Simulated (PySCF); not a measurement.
A GIAO shielding run with PySCF 2.14 (density fitting, non-relativistic, gas phase) on SMILES N#C[SiH2]CNCC1CC1, C6H12N2Si:

```
$ OMP_NUM_THREADS=1 python probes_run.py task.json out

{"job": {"kind": "nmr", "xc": "PBE0", "basis": "pcSseg-1"}, "charge": 0, "multiplicity": 1}
N      5.046525    -1.722670    -0.390562
C      4.304253    -0.851345    -0.336956
Si     3.082822     0.562117    -0.246031
C      1.413941    -0.191944     0.284439
N      0.434398     0.882113     0.333945
C     -0.809381     0.558433     1.013474
C     -1.672494    -0.476085     0.316689
C     -2.512293    -0.059976    -0.853877
C     -3.163559    -0.413691     0.448273
H      3.009864     1.121723    -1.600019
H      3.586546     1.516395     0.739326
H      1.114120    -1.025551    -0.369922
H      1.499959    -0.604780     1.294010
H      0.227286     1.199245    -0.608326
H     -1.372195     1.491952     1.111236
H     -0.550773     0.210179     2.019026
H     -1.229846    -1.464733     0.276074
H     -2.498109     0.980498    -1.145556
H     -2.618977    -0.740324    -1.685200
H     -3.586907     0.385136     1.038311
H     -3.714100    -1.339748     0.515879
```

Hardware: 1 thread of an Arm Neoverse V1, shared host. The job also computes population analyses, field gradients, ring-centre shieldings.

(1) How large is the calculation?

(2) How long does it take, and how much memory does it need?

## Answers

(1) 76 electrons, 220 basis functions and 1151 auxiliary functions.

(2) 46 s of wall time, with 14 SCF cycles and 5 response iterations; peak memory 0.97 GiB. Times on a shared host scatter by some tens of per cent.
